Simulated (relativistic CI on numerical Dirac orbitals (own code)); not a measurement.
# Yb4+ (4f12) in a crystal field

Calculated by Dirac-Coulomb-Breit CI, KLI orbitals optimised for each configuration, a model potential for QED, valence Slater integrals scaled by 0.8, one configuration in a parametric crystal field (own radial code).

Field parameters in Wybourne normalisation; cubic f-shell fields have B⁴₄ = √(5/14) B⁴₀ and B⁶₄ = −√(7/2) B⁶₀. The field is a parameter set, without covalency.

S and J are read from ⟨S²⟩ = S(S + 1) and ⟨J²⟩ = J(J + 1) of each level; they are not fictitious spins.

C2v, B20 = 80, B22 = 140, B40 = -830, B42 = 560, B44 = -330, B60 = -960, B62 = -260, B64 = 190, B66 = 280 cm⁻¹, the lowest 16 levels:

| E (cm⁻¹) | Degeneracy | S | J |
| --- | --- | --- | --- |
| 0.0 | 1 | 0.99 | 6.00 |
| 30.9 | 1 | 0.99 | 6.00 |
| 63.2 | 1 | 0.99 | 6.00 |
| 85.0 | 1 | 0.99 | 6.00 |
| 108 | 1 | 0.99 | 6.00 |
| 144 | 1 | 0.99 | 6.00 |
| 169 | 1 | 0.99 | 6.00 |
| 221 | 1 | 0.99 | 6.00 |
| 285 | 1 | 0.99 | 6.00 |
| 356 | 1 | 0.99 | 6.00 |
| 408 | 1 | 0.99 | 6.00 |
| 415 | 1 | 0.99 | 6.00 |
| 431 | 1 | 0.99 | 6.00 |
| 5746 | 1 | 0.74 | 4.00 |
| 5811 | 1 | 0.74 | 4.00 |
| 5852 | 1 | 0.74 | 4.00 |

D3d, B20 = -1880, B40 = -1870, B43 = 190, B60 = -440, B63 = 410, B66 = -790 cm⁻¹, the lowest 10 levels:

| E (cm⁻¹) | Degeneracy | Irrep | S | J |
| --- | --- | --- | --- | --- |
| 0.0 | 1 | A1 | 0.99 | 6.00 |
| 6.8 | 1 | A2 | 0.99 | 6.00 |
| 575 | 2 | E | 0.99 | 6.00 |
| 887 | 2 | E | 0.99 | 5.99 |
| 898 | 1 | A1 | 0.99 | 5.99 |
| 1047 | 2 | E | 0.99 | 5.99 |
| 1079 | 1 | A1 | 0.99 | 5.99 |
| 1180 | 2 | E | 0.99 | 6.00 |
| 1278 | 1 | A2 | 0.99 | 6.00 |
| 6363 | 2 | E | 0.73 | 4.01 |

C2v, B20 = -610, B22 = 60, B40 = 190, B42 = 60, B44 = -440, B60 = -360, B62 = -430, B64 = 20, B66 = 940 cm⁻¹, the lowest 10 levels:

```tsv
E (cm⁻¹)	Degeneracy	S	J
0.0	1	0.99	6.00
0.8	1	0.99	6.00
14.3	1	0.99	6.00
32.5	1	0.99	6.00
86.2	1	0.99	6.00
135	1	0.99	6.00
190	1	0.99	6.00
296	1	0.99	6.00
297	1	0.99	6.00
443	1	0.99	6.00
```

Oh, B40 = 2920, B60 = 510 cm⁻¹, the lowest 10 levels:

```
E (cm⁻¹)  Degeneracy  Irrep     S     J
     0.0           1     A1  0.99  5.98
     159           3     T1  0.99  5.99
     327           3     T2  0.99  6.00
     555           1     A2  0.99  6.00
     945           3     T2  0.99  6.00
    1000           2      E  0.99  6.00
    5804           3     T2  0.73  4.00
    6476           2      E  0.76  4.01
    6541           3     T1  0.76  4.02
    6631           1     A1  0.75  4.03
```

Oh, B40 = -2000, B60 = 310 cm⁻¹, the lowest 10 levels:

```json
{"E (cm⁻¹)": "0.0", "Degeneracy": "1", "Irrep": "A2", "S": "0.99", "J": "6.00"}
{"E (cm⁻¹)": "38.5", "Degeneracy": "3", "Irrep": "T2", "S": "0.99", "J": "6.00"}
{"E (cm⁻¹)": "60.0", "Degeneracy": "2", "Irrep": "E", "S": "0.99", "J": "6.00"}
{"E (cm⁻¹)": "496", "Degeneracy": "3", "Irrep": "T2", "S": "0.99", "J": "6.00"}
{"E (cm⁻¹)": "511", "Degeneracy": "3", "Irrep": "T1", "S": "0.99", "J": "5.99"}
{"E (cm⁻¹)": "570", "Degeneracy": "1", "Irrep": "A1", "S": "0.99", "J": "5.99"}
{"E (cm⁻¹)": "5609", "Degeneracy": "1", "Irrep": "A1", "S": "0.73", "J": "4.01"}
{"E (cm⁻¹)": "5889", "Degeneracy": "3", "Irrep": "T1", "S": "0.74", "J": "4.01"}
{"E (cm⁻¹)": "6093", "Degeneracy": "2", "Irrep": "E", "S": "0.75", "J": "4.01"}
{"E (cm⁻¹)": "6317", "Degeneracy": "3", "Irrep": "T2", "S": "0.75", "J": "4.00"}
```

The next free-ion level lies 5733 cm⁻¹ above the lowest; the field splits the ground level into components whose J stays near 6 as long as their spread is small against that gap.

Levels of this model without a field, named by their leading LS term (the scale mimics covalency, so terms lie below those of the real free ion): ³H6 0, ³F4 5733, ³H5 9438, ³H4 14057, ³F3 16356, ³F2 16793, ¹G4 23131, ¹D2 31202 cm⁻¹.
